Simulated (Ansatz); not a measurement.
Name a neutral molecule of C, Ge, N and H with HOMO energy (PBE/def2-TZVPP) between -5.70 and -5.40 eV and size of the dipole moment (ωB97M-V/def2-TZVPP) between 1.45 and 1.75 D (Ansatz, PBE0-D4/def2-TZVP geometry).

`N[CH2][GeH3]` (-5.45 eV, 1.59 D); `[CH]1=NC[CH2][GeH2]1` (-5.55 eV, 1.53 D). Other molecules can fit too; these were computed, each in one conformer that needn't be the lowest.
